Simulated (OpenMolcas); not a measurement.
**Br II: effect of the basis set**

- Program: OpenMolcas
- Method: SS-CASPT2, IPEA 0.25 Eh, imaginary shift 0.1 Eh (closed shells correlated: 3d)
- Active space: 6 electrons in 8 orbitals (4s 4p 5s 5p)
- State averaging: 2S+1 = 3 even, 3 roots; 2S+1 = 1 even, 6 roots; 2S+1 = 3 odd, 1 root; 2S+1 = 1 odd, 5 roots
- Spin-orbit coupling: state interaction with AMFI integrals over the reference wave functions, term energies averaged over their components

A. ANO-RCC-VTZP [6s5p3d1f], DKH2, point nucleus; CASPT2 step of the order of 5 core-seconds
B. ANO-RCC-VQZP [7s6p4d2f1g], DKH2, point nucleus; CASPT2 step about 10 core-seconds
C. ANO-RCC [9s8p6d4f2g], DKH2, point nucleus; CASPT2 step of the order of 15 core-seconds

Energies in cm-1 above 4s2 4p4 3P2, the measured ground level; measured values from NIST Handbook of Basic Atomic Spectroscopic Data.

```tsv
Level	A	B	C	Measured
4s2 4p4 3P2	0.0	0.0	0.0	0.0
4s2 4p4 3P1	2800	2810	2820	3136
4s2 4p4 3P0	3520	3530	3540	3837
4s2 4p4 1D2	12670	12360	12380	12089
4s2 4p4 1S0	28340	28050	28290	27867
```

Deviations, from unrounded energies. A percentage is the sum of absolute deviations over the sum of measured energies, with the sign that they share, or ± where signs differ.

| Against measurement | Levels | A | B | C |
| --- | --- | --- | --- | --- |
| mean absolute deviation (cm-1) | 4 | 430 | 270 | 330 |
| fine structure of the ground term (%) | 2 | -9.4 | -9.1 | -8.8 |
| other terms of the ground configuration (%) | 2 | +2.6 | +1.1 | +1.8 |

B lies closest to measurement on these levels and A furthest from it. The largest miss of B in the table is 4s2 4p4 3P1, by -320 cm-1. The ranking rests on the paired levels alone, and a cruder setting can come out closer through cancelling errors.

Among A to C the level of the table that moves most is 4s2 4p4 1D2, by 320 cm-1 (lowest in B, highest in A). Moves below CASPT2's spread within the term are not significant.

CASPT2 does not keep the components of a term degenerate, so their means are used; among the terms shown or strongly mixed into the levels shown the widest spread is 70 cm-1 (4s2 4p4 1D, B). The run also gave levels led by 4s2 4p3 5s, which use shells meant for correlation; these and all levels above them are left out. Measured partners are found by configuration, term and J. A level has none where our copy of the source lacks it or the pairing is in doubt (some pairs that miss far off the trend of their configuration count as doubtful), and it then counts in no deviation. Levels of configurations outside the active space are missing. Levels that lie high or do not pair safely by name in every column are left out.
